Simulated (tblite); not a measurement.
Compound: C₃H₉BrO₂Si.
Atom-mapped SMILES: `[CH3:1][CH2:2][O:3][Si@H:4]([Br:5])[O:6][CH3:7]` (hydrogens: H8, H9, H10 on C1; H11, H12 on C2; H13 on Si4; H14, H15, H16 on C7)

Computed with GFN2-xTB (tblite), gas phase: L-BFGS steps from a force-field or distance-geometry start until the largest atomic force falls under 0.01 eV/Å.

The end geometry, which sets the zero of energy:
```
atom  x, y, z in Å
C1     -2.4339    0.4458   -0.6232
C2     -1.7068    0.2023    0.6887
O3     -0.3111    0.2018    0.5409
Si4     0.6433   -0.7657   -0.3190
Br5     0.1042   -2.8565    0.0400
O6      2.1373   -0.7161    0.2589
C7      3.0199    0.3587    0.3460
H8     -2.2638   -0.3822   -1.3078
H9     -2.0795    1.3645   -1.0848
H10    -3.5005    0.5315   -0.4366
H11    -1.9339    0.9961    1.4068
H12    -2.0187   -0.7599    1.1126
H13     0.5585   -0.5142   -1.7477
H14     3.2912    0.7084   -0.6525
H15     2.5723    1.1828    0.9034
H16     3.9141    0.0117    0.8631
```

**Question.** These geometries come from the run, each turned onto the end geometry. Order them by energy, lowest first.
A.
```
atom  x, y, z in Å
C1     -2.6649    0.7691   -0.3451
C2     -1.5433    0.0145    0.3477
O3     -0.4626   -0.1378   -0.5429
Si4     0.8428   -1.0777   -0.5187
Br5     0.3745   -3.0379    0.3333
O6      2.0440   -0.6436    0.4659
C7      2.8608    0.4900    0.4529
H8     -2.9893    0.2150   -1.2250
H9     -2.3194    1.7531   -0.6542
H10    -3.5129    0.8860    0.3263
H11    -1.1928    0.5569    1.2335
H12    -1.8903   -0.9752    0.6658
H13     1.1922   -1.1599   -1.9212
H14     3.7623    0.2876   -0.1265
H15     2.3514    1.3510    0.0184
H16     3.1401    0.7180    1.4786
```
B.
```
atom  x, y, z in Å
C1     -2.5703    0.5613   -0.5338
C2     -1.5586    0.1996    0.5494
O3     -0.2413    0.2020    0.0562
Si4     0.7685   -0.9396   -0.4770
Br5     0.1490   -2.9328    0.1788
O6      2.2148   -0.7823    0.2175
C7      2.9267    0.3992    0.4456
H8     -2.6079   -0.2139   -1.3026
H9     -2.3015    1.5024   -1.0044
H10    -3.5574    0.6598   -0.0781
H11    -1.5826    0.9445    1.3592
H12    -1.7955   -0.7853    0.9725
H13     0.8063   -0.9199   -1.9319
H14     3.3455    0.7748   -0.4928
H15     2.2739    1.1620    0.8750
H16     3.7229    0.1772    1.1550
```
C.
```
atom  x, y, z in Å
C1     -2.6704    0.8282   -0.2875
C2     -1.5907   -0.1227    0.1995
O3     -0.5388   -0.2903   -0.7254
Si4     0.8655   -1.0472   -0.4919
Br5     0.3330   -2.9995    0.3860
O6      1.8131   -0.3380    0.6052
C7      2.8920    0.5387    0.4543
H8     -3.3083    0.3533   -1.0236
H9     -2.2847    1.7480   -0.7220
H10    -3.2638    1.0711    0.5887
H11    -1.1783    0.2426    1.1406
H12    -2.0346   -1.0993    0.4346
H13     1.4729   -1.1562   -1.7949
H14     3.7735   -0.0421    0.1738
H15     2.6744    1.2448   -0.3436
H16     3.0378    1.0775    1.3951
```
D.
```
atom  x, y, z in Å
C1     -2.4304    0.4740   -0.5968
C2     -1.6568    0.2036    0.6835
O3     -0.2693    0.1844    0.4708
Si4     0.6498   -0.8205   -0.3857
Br5     0.1419   -2.9014    0.0703
O6      2.1680   -0.7285    0.1169
C7      2.9738    0.3824    0.3631
H8     -2.3162   -0.3545   -1.2909
H9     -2.0591    1.3803   -1.0692
H10    -3.4861    0.5970   -0.3772
H11    -1.8406    0.9928    1.4203
H12    -1.9614   -0.7576    1.1137
H13     0.4951   -0.6344   -1.8156
H14     3.4056    0.7466   -0.5726
H15     2.3962    1.1788    0.8338
H16     3.7822    0.0661    1.0243
```
E.
```
atom  x, y, z in Å
C1     -2.6685    0.7918   -0.2307
C2     -1.4860   -0.0905    0.1193
O3     -0.4080   -0.0038   -0.8383
Si4     0.8342   -0.9018   -0.3851
Br5     0.1681   -2.9432    0.2252
O6      1.6186   -0.2569    0.8687
C7      2.7535    0.4813    0.4401
H8     -3.3207    0.2421   -0.8981
H9     -2.2828    1.6921   -0.6934
H10    -3.2187    1.0270    0.6581
H11    -1.0774    0.1940    1.0949
H12    -1.7758   -1.1384    0.1467
H13     1.7966   -1.0473   -1.4697
H14     3.5170   -0.2360    0.1416
H15     2.4167    1.0657   -0.4171
H16     3.1261    1.1326    1.2266
```

**Answer.** D (0.008 eV), B (0.072 eV), A (0.135 eV), C (0.270 eV), E (0.777 eV).

In the order of the answer:

```json
{"step": "158", "E above end (eV)": "0.008", "largest force (eV/Å)": "0.06", "rms force component (eV/Å)": "0.024", "rms distance from end (Å)": "0.111", "rms bond change (Å)": "0.001", "bond most changed (Å)": "Si4–H13 -0.003"}
{"step": "148", "E above end (eV)": "0.072", "largest force (eV/Å)": "0.23", "rms force component (eV/Å)": "0.079", "rms distance from end (Å)": "0.311", "rms bond change (Å)": "0.005", "bond most changed (Å)": "Si4–O6 +0.009"}
{"step": "90", "E above end (eV)": "0.135", "largest force (eV/Å)": "0.11", "rms force component (eV/Å)": "0.043", "rms distance from end (Å)": "0.754", "rms bond change (Å)": "0.004", "bond most changed (Å)": "Si4–O6 +0.010"}
{"step": "12", "E above end (eV)": "0.270", "largest force (eV/Å)": "0.34", "rms force component (eV/Å)": "0.132", "rms distance from end (Å)": "0.970", "rms bond change (Å)": "0.007", "bond most changed (Å)": "Si4–Br5 +0.017"}
{"step": "2", "E above end (eV)": "0.777", "largest force (eV/Å)": "1.32", "rms force component (eV/Å)": "0.345", "rms distance from end (Å)": "1.036", "rms bond change (Å)": "0.018", "bond most changed (Å)": "Si4–Br5 +0.044"}
```

What follows is the cost of the whole relaxation. Time: 3.1 s wall. Hardware: one thread, Intel Xeon at 2.70 GHz (x86_64), on a shared host.
